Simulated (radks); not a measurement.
Results of a calculation; reference values are marked as such.
Polarisability of the nitrogen ion N4+, [He] 2s1, at imaginary frequency. Level of theory: non-relativistic Kohn-Sham, exchange-only LDA, spin-polarised, spherical densities, point nucleus; open shells are filled with parallel spins first (a radial shooting solver on a logarithmic mesh with Libxc functionals). Response by self-consistent Sternheimer equations with the Hartree and adiabatic exchange-only LDA kernel.

w (hartree)  alpha1(iw) (bohr^3)  alpha2(iw) (bohr^5)
0.00266                    1.573               0.5252
0.0143                     1.571               0.5252
0.0360                     1.561               0.5251
0.0697                     1.528               0.5247
0.118                      1.450               0.5237
0.186                      1.302               0.5214
0.280                      1.072               0.5166
0.413                     0.7922               0.5069
0.605                     0.5247               0.4874
0.892                     0.3199               0.4496
1.35                      0.1854               0.3801
2.12                      0.1023               0.2706
3.59                     0.05047               0.1427
6.94                     0.02008              0.04828
17.5                    0.005471             0.008494

Static values: alpha1 = 1.573 bohr^3 (0.2331 angstrom^3; uncoupled 1.865), alpha2 = 0.5252 bohr^5, alpha3 = 0.8877 bohr^7. C6 = 0.8014, C8 = 2.371, triple-dipole C9 = 0.9116 atomic units. One-pole (London) frequency 4 C6 / (3 alpha1^2) = 0.432 hartree, against 3.236 for minus the highest occupied eigenvalue. The dipole shielding factor is 0.429, as the force sum rule N/Z = 0.429 demands.
